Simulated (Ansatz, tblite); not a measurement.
Cost and result up the ladder for `Sc1ccc(Sc2ccccc2)cc1` (24 atoms). The state is a singlet with charge 0. Geometry: PBE-D4/def2-SVP.

Cartesian coordinates in Å:
```
S -3.688 -0.732 -3.646
C -2.812 -0.369 -2.146
C -1.690 0.487 -2.093
C -1.045 0.739 -0.879
C -1.485 0.117 0.308
S -0.747 0.465 1.891
C 1.001 0.287 1.579
C 1.879 1.076 2.352
C 3.266 0.934 2.202
C 3.790 0.025 1.270
C 2.914 -0.755 0.496
C 1.526 -0.638 0.653
C -2.598 -0.745 0.255
C -3.263 -0.978 -0.956
H -2.915 0.035 -4.462
H -1.324 0.976 -3.010
H -0.184 1.423 -0.851
H 1.467 1.807 3.064
H 3.942 1.553 2.812
H 4.879 -0.076 1.145
H 3.315 -1.476 -0.234
H 0.846 -1.262 0.054
H -2.942 -1.242 1.174
H -4.133 -1.652 -0.978
```

Ansatz on 4 threads of Arm Neoverse V1 on a shared host; xTB runs through tblite on one thread. Times are rough, summed over both states, and most runs start from the orbitals of an earlier one. PBE0-D4/def2-TZVP serves as the yardstick here, not as an exact answer. The other state is a triplet.

The xTB rows come from tblite.

xTB has no spin-polarisation term.

```tsv
level	functions	wall time	vertical triplet (eV)	difference from PBE0-D4/def2-TZVP (eV)
GFN2-xTB	76	0.032 s	3.22	-0.09
GFN1-xTB	86	0.035 s	3.33	0.02
PBE-D4/def2-TZVP (with forces)	506	48 s	3.07	-0.24
PBE0-D4/def2-TZVP	506	2.4 min	3.31	0.00
```
